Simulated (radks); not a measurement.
Results of a calculation; reference values are marked as such.
Coulomb parameter of the 4d shell of the molybdenum ion Mo3+ in the model configuration [Kr] 4d2 5p1, as a second difference U = [E(n + 1) + E(n - 1) - 2 E(n)] / (1)^2 with all orbitals relaxed. "Bare": the charge of the atom changes with n. "Screened": the 5p shell takes up the change at fixed total charge, which measures U(4d,4d) + U(5p,5p) - 2 U(4d,5p). Level of theory: scalar-relativistic Kohn-Sham, PBE, spin-unpolarised, spherical densities, point nucleus (a radial shooting solver on a logarithmic mesh with Libxc functionals).

case,configuration,E - E(n) (eV)
start,[Kr] 4d2 5p1,0.000
bare +1,[Kr] 4d3 5p1,-30.876
bare -1,[Kr] 4d1 5p1,43.934
screened +1,[Kr] 4d3,-13.338
screened -1,[Kr] 4d1 5p2,15.676

U(bare) = 13.058 eV, U(screened by 5p) = 2.338 eV, against the Slater integral F0(4d,4d) = 15.876 eV with frozen orbitals.
